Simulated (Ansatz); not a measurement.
Compare A (`C[SiH2][B](C)[AlH2]`) with its isomer B (`C[BH][AlH][SiH2]C`).

Gas-phase electronic energies from Ansatz, PBE0-D4/def2-TZVP geometries. CCSD(T)/CBS adds triple-zeta CCSD(T) − MP2 to the extrapolated MP2 energy (def2 sets, frozen cores). DFT in def2-TZVPP. B3LYP here is the variant with VWN-RPA as its local correlation; programs differ in this. One conformer a species, not always the lowest.

A:

```xyz
15

C    -1.371    1.796    0.732
Si   -0.388    1.048   -0.685
B     0.521   -0.715   -0.283
C     1.718   -1.118   -1.201
Al   -0.205   -1.799    1.388
H    -1.852    2.730    0.432
H    -0.726    2.012    1.587
H    -2.158    1.113    1.067
H     0.585    2.060   -1.202
H    -1.324    0.740   -1.815
H     1.736   -0.656   -2.193
H     1.937   -2.184   -1.288
H     2.576   -0.680   -0.658
H     0.436   -1.601    2.838
H    -1.486   -2.746    1.282
```

B:

Z-matrix (Å, degrees):
```
C
B 1 1.559
H 1 1.105 2 103.2
H 1 1.091 2 117.4 3 116.8
H 1 1.094 2 113.9 3 -113.0
Al 2 2.125 1 126.9 3 -97.5
H 2 1.208 1 115.2 3 76.8
Si 6 2.469 2 121.4 1 83.5
H 6 1.599 2 121.2 1 -97.5
C 8 1.886 6 114.2 2 -1.2
H 8 1.496 6 109.9 2 121.3
H 8 1.497 6 109.4 2 -123.2
H 10 1.092 8 110.8 6 60.3
H 10 1.092 8 111.1 6 -179.5
H 10 1.093 8 110.8 6 -59.3
```

(1) Which isomer does CCSD(T)/CBS put lower? Give the gap. (An estimate is asked.)

(2) Give E(B) − E(A) in kJ/mol with HF/def2-TZVPP, ωB97M-V, CCSD/def2-TZVPP, CCSD(T)/def2-TZVPP, PBE-D4, B3LYP-D4, MP2/def2-TZVPP. (An estimate is asked.)

Largest T1 diagnostic: 0.012.

Results:

(1) The calculation gave: B, by 15.5 kJ/mol.

(2) Computed: HF/def2-TZVPP -20.7, ωB97M-V -12.2, CCSD/def2-TZVPP -17.3, CCSD(T)/def2-TZVPP -16.4, PBE-D4 -17.3, B3LYP-D4 -14.1, MP2/def2-TZVPP -14.1. None reverses the order clearly.

In def2-TZVPP, CCSD(T) changes the Hartree–Fock value by +4.3 kJ/mol (the triples alone add +0.9 kJ/mol) and MP2 by +6.6 kJ/mol. The D4 term adds +6.1 kJ/mol with B3LYP and +3.2 kJ/mol with PBE0; it sums over pairs of atoms, weighted by their polarisabilities, and B3LYP, whose exchange is more repulsive, gets the larger term.
